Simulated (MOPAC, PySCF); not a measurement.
C$_{3}$H$_{9}$Ga, SMILES `[CH3][Ga]([CH3])[CH3]`, neutral singlet in the gas phase. 

Cartesian coordinates (Å):
```xyz
13

C     -1.2911     1.5033     0.0746
Ga    -0.0057    -0.0131     0.0056
C      1.9460     0.3643     0.0713
C     -0.6616    -1.8843    -0.1393
H     -2.3236     1.1722     0.1857
H     -1.0474     2.1764     0.8997
H     -1.2172     2.0896    -0.8454
H      2.2567     0.4587     1.1162
H      2.5339    -0.4382    -0.3756
H      2.1913     1.3045    -0.4249
H     -0.8669    -2.1100    -1.1901
H      0.0751    -2.6060     0.2151
H     -1.5936    -2.0267     0.4099
```
Charge 0, spin multiplicity 1.

All levels are single points at this geometry (B3LYP-D3(BJ)/def2-TZVP); Pople sets use spherical d functions. Orbital energies aren't observables, and empty levels follow the basis.

HF/6-31G* in PySCF gives dipole (D) = 0.02.

Problem. Estimate the dipole (D) from each of these levels: ωB97X-D3(BJ)/def2-TZVP in PySCF; BP86/6-31G* in PySCF; SVWN5/6-31G* in PySCF; HF/3-21G in PySCF; PM6 in MOPAC.

Solution. 
| level | dipole (D) |
|---|---|
| ωB97X-D3(BJ)/def2-TZVP in PySCF | 0.01 |
| BP86/6-31G* in PySCF | 0.03 |
| SVWN5/6-31G* in PySCF | 0.04 |
| HF/3-21G in PySCF | 0.03 |
| PM6 in MOPAC | 0.08 |
